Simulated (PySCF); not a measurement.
Isomers of C5H13NSi2, from PySCF, PBE0-D3(BJ)/def2-SVP geometry optimisation, gas phase. One conformer each, no zero-point energy, no frequencies.

Question: Which is lower in electronic energy at this level?
A. `[CH2:1]=[CH:2][CH2:3][N:4]1[SiH2:5][CH2:6][CH2:7][SiH2:8]1` with C1–C2–C3–N4 118°, C2–C3–N4–Si5 -53°, C3–N4–Si5–C6 -167°, N4–Si5–C6–C7 -31°, Si5–C6–C7–Si8 39°, C6–C7–Si8–N4 -31°: A = 2594, B = 950.5, C = 749.5 MHz, dipole 0.25 D
B. `[CH3:1][C:2]#[C:3][Si@H:4]([CH2:5][CH3:6])[NH:7][SiH3:8]` with C3–Si4–C5–C6 56°, C3–Si4–N7–Si8 -100°: A = 1401, B = 787.8, C = 529.6 MHz, dipole 2.05 D

Answer: A. That is `C=CCN1[SiH2]CC[SiH2]1`, 14.7 kcal/mol below the other.

| SMILES | mapped SMILES | E (Eh) | relative (kcal/mol) | relative (kJ/mol) | dipole (D) |
| --- | --- | --- | --- | --- | --- |
| C=CCN1[SiH2]CC[SiH2]1 | [CH2:1]=[CH:2][CH2:3][N:4]1[SiH2:5][CH2:6][CH2:7][SiH2:8]1 | -831.21895 | 0.0 | 0.0 | 0.25 |
| CC#C[Si@H](CC)N[SiH3] | [CH3:1][C:2]#[C:3][Si@H:4]([CH2:5][CH3:6])[NH:7][SiH3:8] | -831.19558 | 14.7 | 61.4 | 2.05 |

As drawn, the lower has a C=C bond outside aromatic rings, which the higher lacks; the higher has a C≡C bond and an N–H bond, which the lower lacks.
